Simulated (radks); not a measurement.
Q: Radial electron density D(r) = 4 pi r^2 rho(r) of an atom or ion with 65 electrons. All-electron calculation, scalar-relativistic Kohn-Sham, LDA (Slater exchange, Perdew-Wang correlation), spin-unpolarised, spherical densities, finite nucleus; Fermi nuclear charge, rms radius of each element as measured or else 0.836 A^(1/3) + 0.57 fm. Program: a radial shooting solver on a logarithmic mesh with Libxc functionals.

r (bohr)   D(r) (e/bohr)
0.000845           4.043
0.0009759          5.101
0.001118           6.337
0.001281           7.850
0.001479           9.812
0.001695           12.07
0.001942           14.77
0.002243           18.21
0.002569           22.05
0.002944           26.53
0.003399           32.00
0.003895           37.87
0.004498           44.79
0.005153           51.87
0.005904           59.30
0.006818           67.26
0.007812           74.49
0.00895            80.99
0.01034            86.55
0.01184            90.06
0.01357            91.58
0.01567            90.94
0.01795            88.56
0.02057            85.27
0.02375            82.16
0.02721            81.12
0.03117            83.26
0.036              89.69
0.04125            99.09
0.04726            109.7
0.05458            118.9
0.06253            122.4
0.07221            118.9
0.08273            109.9
0.09478            99.68
0.1095             93.17
0.1254             94.54
0.1437             101.8
0.1659             108.9
0.1901             107.4
0.2178             94.92
0.2515             74.30
0.2882             57.35
0.3302             50.19
0.3813             53.07
0.4369             58.59
0.5005             59.24
0.578              51.90
0.6622             40.43
0.7587             29.32
0.8762             21.01
1.004              16.40
1.159              13.24
1.328              10.52
1.522              7.671
1.757              4.809
2.013              2.673
2.307              1.267
2.664             0.4744
3.052             0.1533
3.497            0.03994
4.038           0.007428
4.627           0.001168

What is the nuclear charge?

A: Z = 68. The innermost maximum, from 1s, lies near gamma/Z bohr with gamma = sqrt(1 - (Z/c)^2) = 0.868, here 0.0128 bohr (found: 0.0140), and its height grows with Z. The density is that of the erbium ion Er3+ in [Xe] 4f11; the configuration itself is not fixed sharply by these data, and Z only to a few units. D(r) has 4 maxima, at r = 0.0140, 0.0630, 0.174, 0.473 bohr, and minima at 0.0268, 0.114, 0.338 bohr, inside which lie 1.92, 11.09, 29.61 electrons.
